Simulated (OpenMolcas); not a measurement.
# GaSiH3F2 (SMILES [F][Ga]([F])[SiH3]): the vertical ionisation energy from total energies

GaSiH3F2: 7 atoms, total charge 0, spin state singlet. As SMILES, `[F][Ga]([F])[SiH3]`. The coordinates come from a PBE0-D4/def2-TZVP relaxation.

```csv
atom,x (Å),y (Å),z (Å)
F,0.3377,-1.7169,2.0420
Ga,0.7498,-0.8722,0.5660
F,2.3046,-1.4095,-0.0293
Si,-0.6361,0.7619,-0.4869
H,0.1912,1.5941,-1.3929
H,-1.2676,1.5996,0.5615
H,-1.6795,0.0431,-1.2604
```

Both states at this one shape; open shells run unrestricted unless said. 1 Eh = 27.2114 eV.

```tsv
level	program	singlet GaSiH3F2 (Eh)	doublet [GaSiH3F2]+ (Eh)	HOMO of the first (eV)
SVWN5/6-31G* (spherical functions)	OpenMolcas	-2410.144013	-2409.740811	-7.76
BLYP/6-31G* (spherical functions)	OpenMolcas	-2415.656186	-2415.266192	-7.44
TPSS/6-31G* (spherical functions)	OpenMolcas	-2415.648023	-2415.249881	-7.73
BHLYP/6-31G* (spherical functions)	OpenMolcas	-2415.515943	-2415.096710	-10.12
```

Q: Work out the vertical ionisation energy at each level.

A: 
1. SVWN5/6-31G* (spherical functions): -2409.740811 − (-2410.144013) = 0.403202 Eh = 10.97 eV; −ε(HOMO) = 7.76 eV.
2. BLYP/6-31G* (spherical functions): -2415.266192 − (-2415.656186) = 0.389994 Eh = 10.61 eV; −ε(HOMO) = 7.44 eV.
3. TPSS/6-31G* (spherical functions): -2415.249881 − (-2415.648023) = 0.398142 Eh = 10.83 eV; −ε(HOMO) = 7.73 eV.
4. BHLYP/6-31G* (spherical functions): -2415.096710 − (-2415.515943) = 0.419233 Eh = 11.41 eV; −ε(HOMO) = 10.12 eV.

No measured value is set beside it here; the levels span 10.61 to 11.41 eV. In semi-local functionals −ε(HOMO) lies far under the ionisation energy, a result of self-interaction. All-electron rows are non-relativistic unless named.
